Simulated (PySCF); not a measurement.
NICS in rings of unrelated molecules.

NICS is the negative of the GIAO shielding at a point without a nucleus: at the ring centre (0) and 1 Å above and below it (1); zz is the component along the ring normal. Level: GIAO PBE0/pcSseg-1 (PySCF, non-relativistic, gas phase) on the GFN2-xTB geometries, one conformer each. Atom numbers follow the mapped SMILES.

Task: Order these rings by mean NICS(1)zz, lowest (most negative) first (ppm).
A. ring C3–C4–C6–C7–C8 in `[O:1]=[CH:2][C:3]1=[C:4]([Cl:5])[CH:6]=[CH:7][C@@H:8]1[F:9]`
B. ring C2–S3–C4–C5–C6–S9 in `[CH3:1][C@@H:2]1[S:3][CH2:4][CH2:5][C@@H:6]([C:7]#[N:8])[S:9]1`
C. ring C2–C3–C4 in `[F:1][C@@H:2]1[CH2:3][C@H:4]1[CH2:5][O:6][C@@H:7]1[O:8][CH2:9][SiH2:10]1`
D. ring C3–C4–C5–S6–C7 in `[CH:1]#[C:2][c:3]1[cH:4][cH:5][s:6][c:7]1[S:8](=[O:9])(=[O:10])[Cl:11]`
E. ring C4–C5–C7–P8–C10 in `[CH3:1][CH:2]([CH3:3])[C:4]1=[C:5]([F:6])[CH2:7][P@H:8](=[O:9])[CH2:10]1`
F. ring C4–C5–C6 in `[NH2:1][CH2:2][CH2:3][CH:4]1[CH2:5][CH2:6]1`
G. ring C3–C4–C5–S7–C8 in `[CH:1]#[C:2][c:3]1[cH:4][c:5]([O-:6])[s:7][c:8]1[C:9]#[N:10]` (charge -1)

Result: D (-24.0), F (-22.7), C (-19.2), G (-12.6), A (-1.4), E (-0.3), B (4.0).

```tsv
SMILES	ring	NICS(0)	NICS(1)	NICS(1)zz	HOMA	rms pucker (Å)	ring atoms with four or more neighbours
C#Cc1ccsc1S(=O)(=O)Cl	5-membered ring with S; formal bonds all aromatic	-13.2	-11.1	-24.0	0.83	0.00	0
NCCC1CC1	3-membered carbocycle; formal bonds all single	-44.0	-8.7	-22.7	–	0.00	3
F[C@@H]1C[C@H]1CO[C@@H]1OC[SiH2]1	3-membered carbocycle; formal bonds all single	-38.2	-7.9	-19.2	–	0.00	3
C#Cc1cc([O-])sc1C#N	5-membered ring with S; formal bonds all aromatic	-10.3	-7.3	-12.6	0.34	0.00	0
O=CC1=C(Cl)C=C[C@@H]1F	5-membered carbocycle; formal bonds 2 double, 3 single	-0.9	-3.4	-1.4	–	0.02	1
CC(C)C1=C(F)C[P@H](=O)C1	5-membered ring with P; formal bonds 1 double, 4 single	-6.2	-4.1	-0.3	–	0.14	3
C[C@@H]1SCC[C@@H](C#N)S1	6-membered ring with 2 S; formal bonds all single	-3.1	-2.1	4.0	–	0.32	4
```

NICS(0) gives another order. The isotropic NICS(1) gives another order. HOMA uses Krygowski's 1993 parameters; it is left out where a ring has a four-coordinate atom, a triple bond, no multiple bond or a kind of bond without parameters. NICS(1) and NICS(1)zz are means over the two faces.
